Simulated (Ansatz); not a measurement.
Program: Ansatz. Geometries: PBE0-D4/def2-TZVP. ΔE: electronic, gas phase. CBS: MP2 limit from def2 TZ/QZ plus the TZ coupled-cluster correction, frozen cores. This one scheme is used for every species. Functionals use def2-TZVPP. Each species was taken in one conformer, which may not be the lowest.

Reaction (substitution at a C–B bond): `BCN=C` + CH₃NH₂ → `C=NCNC` + BH₃

`BCN=C`:

Cartesian coordinates in Å:
```
B 1.627 -0.257 0.412
C 0.374 -0.064 -0.486
N -0.858 -0.602 0.024
C -1.819 0.187 0.211
H 2.647 0.269 0.071
H 1.603 -0.939 1.391
H 0.290 0.980 -0.838
H 0.661 -0.640 -1.387
H -2.754 -0.197 0.617
H -1.770 1.262 -0.015
```

CH₃NH₂:

Z-matrix (Å, degrees):
```
C
N 1 1.453
H 1 1.092 2 109.4
H 1 1.100 2 115.4 3 -121.6
H 1 1.092 2 109.4 3 116.8
H 2 1.012 1 110.6 3 62.6
H 2 1.012 1 110.6 3 -179.3
```

`C=NCNC`:

```xyz
13

C     1.154    0.623    1.606
N     1.271    0.372    0.379
C     0.608   -0.817   -0.134
N    -0.293   -0.541   -1.215
C    -1.415    0.301   -0.853
H     1.631    1.509    2.024
H     0.587   -0.017    2.298
H     0.050   -1.339    0.660
H     1.391   -1.488   -0.499
H     0.219   -0.132   -1.987
H    -2.010   -0.204   -0.086
H    -1.135    1.291   -0.466
H    -2.057    0.442   -1.725
```

BH₃:

```xyz
4

B     0.000    0.000    0.000
H     0.813    0.711    0.507
H    -0.360   -0.990    0.561
H    -0.453    0.279   -1.068
```

| species | ωB97M-V energy (Eh) |
| --- | --- |
| `BCN=C` | -159.34252 |
| CH₃NH₂ | -95.84061 |
| `C=NCNC` | -228.57885 |
| BH₃ | -26.58382 |

Question: Work out ΔE.

Answer: ΔE = (-228.57885) + (-26.58382) − (-159.34252) − (-95.84061) = 0.02046 Eh = +53.7 kJ/mol. CCSD(T)/CBS gives +51.5 kJ/mol.

Largest T1 diagnostic among the species: 0.012.

The D4 term adds −5.9 kJ/mol with B3LYP and −3.4 kJ/mol with PBE0; it sums over pairs of atoms, weighted by their polarisabilities, and B3LYP, whose exchange is more repulsive, gets the larger term.

B3LYP here is the variant with VWN-RPA as its local correlation; programs differ in this.
